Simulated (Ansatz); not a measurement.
Process, species as SMILES: [ZrH3] (ZrH3) → [ZrH3] (ZrH3) as singlet, charge +1 + e-
Each molecule is optimised on its own at B3LYP-D3(BJ)/def2-TZVP (Ansatz, a first-principles code). [ZrH3] (ZrH3): The spin state was set by rule; other spins were not relaxed. [ZrH3] (ZrH3) as singlet, charge +1: The spin state was set by rule; other spins were not relaxed.

Quantity: adiabatic ionisation energy (electronic energy difference), in eV. Cores are frozen in the correlated levels unless marked. Open shells are spin-unrestricted. Spin-orbit coupling is left out. Frozen are the shells of the preceding noble gas and the d and f shells that filled before the atom's block. Past Kr the def2 sets carry scalar-relativistic core potentials. CBS marks a two-point X^-3 extrapolation of the correlation energy; Hartree-Fock from the larger set.

```json
[
 {"level": "PBE/def2-TZVPD", "program": "Ansatz", "adiabatic ionisation energy (eV)": "7.33"},
 {"level": "B97M-V/def2-TZVPD", "program": "Ansatz", "adiabatic ionisation energy (eV)": "7.47"},
 {"level": "r2SCAN0-D4/def2-TZVPD", "program": "Ansatz + dftd4", "adiabatic ionisation energy (eV)": "7.52"},
 {"level": "LC-wPBE/def2-TZVPD", "program": "Ansatz", "adiabatic ionisation energy (eV)": "___"},
 {"level": "wB97M-V/def2-TZVPD", "program": "Ansatz", "adiabatic ionisation energy (eV)": "7.36"},
 {"level": "B2GP-PLYP-D3(BJ)/def2-TZVPD", "program": "Ansatz + dftd3", "adiabatic ionisation energy (eV)": "___"},
 {"level": "B2PLYP-D3(BJ)/def2-TZVPD", "program": "Ansatz + dftd3", "adiabatic ionisation energy (eV)": "7.34"},
 {"level": "B2PLYP-D4/def2-TZVPD", "program": "Ansatz + dftd4", "adiabatic ionisation energy (eV)": "7.36"},
 {"level": "PBE-QIDH/def2-TZVPD", "program": "Ansatz", "adiabatic ionisation energy (eV)": "___"},
 {"level": "RPA@PBE/def2-TZVPP", "program": "Ansatz", "adiabatic ionisation energy (eV)": "___"},
 {"level": "SCS-MP2/def2-TZVPPD", "program": "Ansatz", "adiabatic ionisation energy (eV)": "7.21"},
 {"level": "CCSDT(Q)/def2-SVP", "program": "Ansatz", "adiabatic ionisation energy (eV)": "7.16"},
 {"level": "CCSD(T)/CBS(def2-TZVPPD,def2-QZVPPD)", "program": "Ansatz", "adiabatic ionisation energy (eV)": "7.33"}
]
```

Problem. Fill in the missing entries.

Solution. 
- LC-wPBE/def2-TZVPD, adiabatic ionisation energy (eV): 7.54
- B2GP-PLYP-D3(BJ)/def2-TZVPD, adiabatic ionisation energy (eV): 7.35
- PBE-QIDH/def2-TZVPD, adiabatic ionisation energy (eV): 7.40
- RPA@PBE/def2-TZVPP, adiabatic ionisation energy (eV): 7.58
